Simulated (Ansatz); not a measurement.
The lowest singlet and triplet of CHBr (SMILES [CH]Br); geometries from B3LYP-D3(BJ)/def2-TZVP, each state relaxed from the structure named, with no frequency check.
Singlet (charge 0, multiplicity 1):
```xyz
3

C     -1.428     0.606     0.000
Br     0.303    -0.095     0.000
H     -2.033    -0.323     0.000
```
Triplet (charge 0, multiplicity 3):
```xyz
3

C     -1.44609     0.39203     0.00000
Br     0.31345    -0.05912     0.00000
H     -2.29434    -0.28284     0.00000
```

A positive gap puts the triplet lower; no zero-point energy. U- takes an unrestricted singlet (broken symmetry where lower, unprojected). The triplet is unrestricted in single-reference levels. Active spaces average the two states.

Cores are frozen in the correlated methods. Filled d and f shells under p-block atoms count as core.

Run with Ansatz (a program for electronic structure). 

Give the gap E(singlet) − E(triplet), adiabatic at the level FIC-MRCISD+Q on SA-CASSCF(2,2)/cc-pVQZ.

-19 kJ/mol

Give the gap E(singlet) − E(triplet), adiabatic at the level U-PBE0/def2-TZVPP (spin-contaminated).

-2 kJ/mol

What is the computed gap E(singlet) − E(triplet), adiabatic (SC-NEVPT2 on SA-CASSCF(2,2)/cc-pVQZ)?

-7 kJ/mol
